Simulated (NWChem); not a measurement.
System: CH$_{4}$ClNZr; SMILES [Zr](=[NH])([Cl])[CH3]

```xyz
8

Zr    -0.1106     0.2274    -0.1375
N     -1.3543     0.8805     0.9809
H     -2.0295     1.1037     1.7079
Cl     0.1034    -2.1548    -0.0752
C      1.7826     1.2200     0.4952
H      2.6439     0.9091    -0.1265
H      2.0186     0.9490     1.5399
H      1.7145     2.3227     0.4727
```
Atoms are numbered in this order, from 1.

Level: PBE0/def2-SVP with def2 effective core potentials on Zr (NWChem), optimised geometry, unscaled harmonic frequencies. def2 effective core potentials on Zr; no spin-orbit coupling.

Task: List the harmonic frequencies with IR intensities, and the thermochemistry.

Result: 
```csv
frequency (cm⁻¹),IR intensity (km/mol)
87,4.5
116,2.8
135,6.4
185,1.2
373,34.5
413,67.3
493,45.2
525,100.9
580,108.8
652,179.2
959,151.8
1157,9.5
1393,6.8
1403,7.5
3013,3.4
3114,10.6
3124,4.4
3636,99.3
```

zero-point energy: 30.5 kcal/mol
thermal correction to the enthalpy at 298.15 K (with zero-point energy): 35.5 kcal/mol
heat capacity Cv: 21.9 cal/(mol K)
entropy at 298.15 K and 1 atm (symmetry number 1): 84.6 cal/(mol K)

Rigid rotor and harmonic oscillator; modes under 100 cm⁻¹ make the entropy uncertain.
